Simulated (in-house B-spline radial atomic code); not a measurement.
A fraction x of an electron is removed from 2p in the chlorine ion Cl⁴⁺, starting from [Ne] 3s2 3p1 and keeping the highest spin. Method: non-relativistic Hartree-Fock with fractional occupations, spin-polarised, spherical fractional occupations, point nucleus. Calculated with a radial B-spline atomic code at the basis-set limit.

Caution: exact exchange at fractional occupations of open shells leaves self-interaction of up to several eV.

```tsv
x	E(x) - E(0) (eV)	2p down level (eV)
0	0.0000	-283.292
0.07	19.8943	-285.118
0.14	39.9167	-286.952
0.3	86.1664	-291.177
0.46	?	?
0.5	144.9347	-296.517
0.56	162.7741	-298.133
0.68	198.7447	-301.381
0.84	?	?
0.94	278.0265	-308.498
1	296.5861	-310.155
```

(1) What belongs in the row x = 0.46?

(2) What belongs in the row x = 0.84?

(3) Check Janak's theorem between x = 0.07 and 0.14.

Answers

(1) An energy change of 133.0955 eV; 2p down at -295.444 eV.

(2) An energy change of 247.3144 eV; 2p down at -305.748 eV.

(3) The slope of the energy is 286.03 eV; the orbital levels give 286.03 eV (-ε of the emptying orbital, averaged over the two points).
